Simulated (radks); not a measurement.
Spherical quantum dot in the effective-mass picture: electrons in a parabolic well V = omega^2 r^2 / 2 with omega = 2.43, all in effective atomic units (hartree* = m*/eps^2 hartree, bohr* = eps/m* bohr), one dielectric constant everywhere. Calculated with a radial shooting solver with Libxc functionals: non-relativistic Kohn-Sham, PBEsol, spin-polarised, spherical densities. Levels are named by radial order and angular momentum (1s, 1p, 1d, 2s, ...), and open shells are averaged over m. Results are scaled to m* = 0.117 and eps = 9.6, for which hartree* = 34.55 meV and bohr* = 4.342 nm.

N = 25, configuration 1s2 1p6 1d10 2s2 1f(up 5, down 0). This is the lowest configuration that the search found. Occupied and some empty levels:

level    occupation  eigenvalue (meV)  <r> (nm)
1s up             1            741.68     4.328
1s down           1            743.30     4.272
1p up             3            786.41     5.498
1p down           3            789.17     5.456
1d up             5            835.58     6.335
1d down           5            839.08     6.311
2s up             1            843.54     5.595
2s down           1            846.18     5.612
1f up             5            888.82     7.000
1f down           0            892.72     6.991
2p up             0            901.52     6.298
2p down           0            904.10     6.314
1g up             0            945.72     7.565
1g down           0            949.75     7.568
2d up             0            961.92     6.957
2d down           0            964.52     6.970

Energy (meV): total 13962.6, kinetic 2236.3, external 5410.9, Hartree 6953.8, exchange-correlation -638.36.
